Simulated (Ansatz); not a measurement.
Input file for Ansatz (a quantum-chemistry and plane-wave program): R-B2PLYP/def2-TZVPP on CH3ClZn (SMILES [CH3][Zn][Cl]).

Ansatz 0.2 input:
```yaml
crystal:
  periodic: [false, false, false]
  atoms:
    - {symbol: C, position_ang: [-0.80119046, 0.14089861, 0.00725007]}
    - {symbol: Zn, position_ang: [1.10820205, -0.19493571, -0.01009232]}
    - {symbol: Cl, position_ang: [3.20076438, -0.56293564, -0.02910318]}
    - {symbol: H, position_ang: [-1.14799900, 0.27357680, 1.03205313]}
    - {symbol: H, position_ang: [-1.33260552, -0.69964693, -0.43900116]}
    - {symbol: H, position_ang: [-1.02717145, 1.04304286, -0.56120653]}
basis:
  gaussian:
    orbitals: def2-TZVPP
hamiltonian:
  xc: {name: B2PLYP}
magnetization: {spin_polarized: false}
correlation: {electrons: outside_noble_gas}
scf: {lower_state_search: off}
```

Question: Predict the final total energy.

Answer: -2279.1463 hartree.
